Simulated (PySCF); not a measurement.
Fractional electron number in Ru⁺ (ruthenium, charge +1)

The 4d beta orbital of [Kr] 4d7 is emptied in steps (occupation f), with all orbitals relaxed, ending at [Kr] 4d6. All numbers are calculated (PySCF 2.14, scalar relativity through the core potential, in def2-TZVP with the def2 core potential (28 electrons) (6s4p3d1f, 40 functions)). The exact energy is a straight line in f; departures are measured from the line between the end points of the same method.

```tsv
f	UHF (eV)	LDA (eV)	PBE (eV)
1	0.000	0.000	0.000
0.8	0.246	-0.871	-0.852
0.6	0.355	-1.316	-1.285
0.4	0.341	-1.325	-1.291
0.2	0.219	-0.889	-0.864
0	0.000	0.000	0.000
```

```csv
method,E(f=0) − E(f=1) (eV),−ε at f=1 (eV),−ε at f=0.4 (eV)
UHF,14.961,16.565,14.612
LDA,17.237,11.837,18.299
PBE,17.014,11.726,18.062
```

Orbital energy along the path (eV):

```
  f      UHF      LDA      PBE
  1  -16.565  -11.837  -11.726
0.8  -15.833  -13.938  -13.794
0.6  -15.187  -16.094  -15.910
0.4  -14.612  -18.299  -18.062
0.2  -14.098  -20.544  -20.240
  0  -13.638  -22.821  -22.421
```

Reference removal energy between the ground levels: 16.76 ± 0.06 eV (semi-empirical (NIST evaluation); NIST Atomic Spectra Database, ionization energies). The calculation has no spin-orbit coupling. The determinant left behind need not be the lowest term of the ion. UHF lacks correlation.
